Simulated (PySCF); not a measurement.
C3H7Si, SMILES C1C[SiH]C1 (connectivity only; charge and spin as stated), charge +1, multiplicity 1. Heavy atoms are numbered as in [CH2:1]1[CH2:2][SiH:3][CH2:4]1. Hydrogens are named by the atom that carries them.

The structure is a stationary point at PBE-D3(BJ)/def2-SVP. The multiplicity is an assumed one; other spin states were not compared. The isomer is the one that the SMILES or the coordinates give; other isomers of the formula were not compared.

Calculation: HF/def2-TZVP (PySCF).

ESP charges are fitted to the potential on shells at 1.4 to 2.0 van der Waals radii. Atomic charges (e), one atom of each kind:

| atom | Löwdin | IAO | ESP fit | Mulliken |
|---|---|---|---|---|
| C1 (CH2) | -0.21 | -0.22 | 0.32 | -0.13 |
| C2 (CH2) | -0.32 | -0.55 | -0.58 | -0.44 |
| Si3 (SiH) | 0.88 | 1.30 | 1.03 | 0.78 |
| H on C1 | 0.15 | 0.16 | 0.03 | 0.17 |
| H on C2 | 0.16 | 0.19 | 0.19 | 0.20 |
| H on Si3 | 0.00 | -0.06 | -0.04 | 0.09 |

Computed Mayer and Wiberg (Löwdin basis) orders of the bonds:
```csv
bond,Mayer,Wiberg
C1–C2,0.88,1.15
C2–Si3,1.08,1.20
C1–C4,0.88,1.15
Si3–C4,1.08,1.20
```
